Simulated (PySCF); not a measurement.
C₃H₇BO₂, SMILES C1B(CC1O)O. Atoms are numbered in the order given.

```xyz
13

O      2.2405     0.9623     0.1623
B      1.0140     0.4277    -0.0053
C     -0.4332     1.0596     0.0947
C     -0.9028    -0.4133     0.3256
O     -2.0339    -0.8619    -0.3818
C      0.4209    -1.0340    -0.1917
H      2.9501     0.3085     0.1036
H     -0.7024     1.8230     0.8400
H     -0.7771     1.3894    -0.9025
H     -1.0081    -0.6061     1.4129
H     -2.7918    -0.3354    -0.0942
H      0.2906    -1.2644    -1.2647
H      0.8067    -1.9312     0.3157
```

The structure is a stationary point at B3LYP-D3(BJ)/def2-SVP. This is a generated structure with no PubChem entry under its InChIKey; it may be hypothetical. One conformer was computed; it need not be the lowest.

All values below come from PySCF with B3LYP/pcSseg-1.

GIAO shieldings, no solvent; atoms listed in one row are averaged. δ = σ(ref) − σ: ¹⁷O against H2O (σ = 333.8 ppm); ¹¹B against BF3 (σ = 86.3 ppm); ¹³C against TMS (σ = 181.3 ppm); ¹H against TMS (σ = 31.68 ppm), references at their B3LYP-D3(BJ)/def2-TZVP geometries, non-relativistic.

Question: Estimate the chemical shifts. (The exact figures need the calculation; the answer reports its results.)

Answer: 
| nucleus | atoms | count | δ (ppm) |
|---|---|---|---|
| ¹⁷O | O1 | 1 | 184.3 |
| ¹⁷O | O5 | 1 | 87.8 |
| ¹¹B | B2 | 1 | 42.9 |
| ¹³C | C4 | 1 | 67.4 |
| ¹³C | C3 | 1 | 37.1 |
| ¹³C | C6 | 1 | 34.5 |
| ¹H | H7 | 1 | 5.89 |
| ¹H | H10 | 1 | 4.42 |
| ¹H | H8 | 1 | 1.93 |
| ¹H | H13 | 1 | 1.83 |
| ¹H | H12 | 1 | 1.65 |
| ¹H | H9 | 1 | 1.48 |
| ¹H | H11 | 1 | 0.96 |
